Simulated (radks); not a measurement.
Trend from B to Tl: ionisation energy by Delta-SCF between NIST ground configurations, and size. All-electron calculation, scalar-relativistic Kohn-Sham, PBE, spin-unpolarised, spherical densities, finite nucleus; Fermi nuclear charge, rms radius of each element as measured or else 0.836 A^(1/3) + 0.57 fm. Program: a radial shooting solver on a logarithmic mesh with Libxc functionals.

| species | configuration | configuration of the ion | IE (eV) | NIST (eV) | kind | -e(HOMO) (eV) | r at 0.001 e/bohr^3 (bohr) |
|---|---|---|---|---|---|---|---|
| B | [He] 2s2 2p1 | [He] 2s2 | 8.219 | 8.298 | exp. | 3.607 (2p) | 3.90 |
| Al | [Ne] 3s2 3p1 | [Ne] 3s2 | 5.761 | 5.986 | exp. | 2.712 (3p) | 4.55 |
| Ga | [Ar] 3d10 4s2 4p1 | [Ar] 3d10 4s2 | 5.688 | 5.999 | exp. | 2.579 (4p) | 4.41 |
| In | [Kr] 4d10 5s2 5p1 | [Kr] 4d10 5s2 | 5.364 | 5.786 | exp. | 2.519 (5p) | 4.63 |
| Tl | [Hg] 6p1 | [Hg] | 5.169 | 6.108 | exp. | 2.372 (6p) | 4.59 |

Reference values: NIST Atomic Spectra Database (measured). Spin polarisation and multiplet splitting are left out, so open shells lie too high by an amount that depends on their filling. Spin-orbit splitting is averaged out at the scalar-relativistic level.

Beside tabulated values, note that spin-unpolarised runs miss the spin-polarisation part of the exchange energy of open shells, and scalar-relativistic runs lack spin-orbit coupling.
